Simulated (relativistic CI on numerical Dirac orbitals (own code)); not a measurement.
**Spin-allowed bands of a d2 ion in an octahedral site, by hand**

Problem. Take Δ = 7250 cm⁻¹ and B = 520 cm⁻¹ for a d2 ion in an octahedral site. Calculate the three spin-allowed bands.

Working.
1. The terms of highest spin are 3F (energy 0) and 3P (15B = 7800 cm⁻¹). Here the F term splits into A2 at +1.2Δ = 8700, T2 at +0.2Δ = 1450 and T1 at −0.6Δ = -4350 cm⁻¹.
2. The two T1 states mix through the element 0.4Δ: H = [[-4350, 2900], [2900, 7800]], with roots ½(H₁₁ + H₂₂) ∓ ½√[(H₂₂ − H₁₁)² + 4H₁₂²] = ½(3450) ∓ ½(13463) = -5007 and 8457 cm⁻¹.
3. The ground term is 3T1 at -5007 cm⁻¹.
4. Bands: 3T2 6457 cm⁻¹ (1549 nm), 3T1(P) 13463 cm⁻¹ (743 nm), 3A2 13707 cm⁻¹ (730 nm).

Check. Exact diagonalisation of the whole d2 shell with these parameters gives 3T2 6457, 3T1 13463, 3A2 13707 cm⁻¹. The match is exact, since without spin-orbit coupling no other term has this spin. The ratio of the second band to the first, 2.085, depends on Δ/B = 13.9 alone, which is how a Tanabe-Sugano diagram is read.
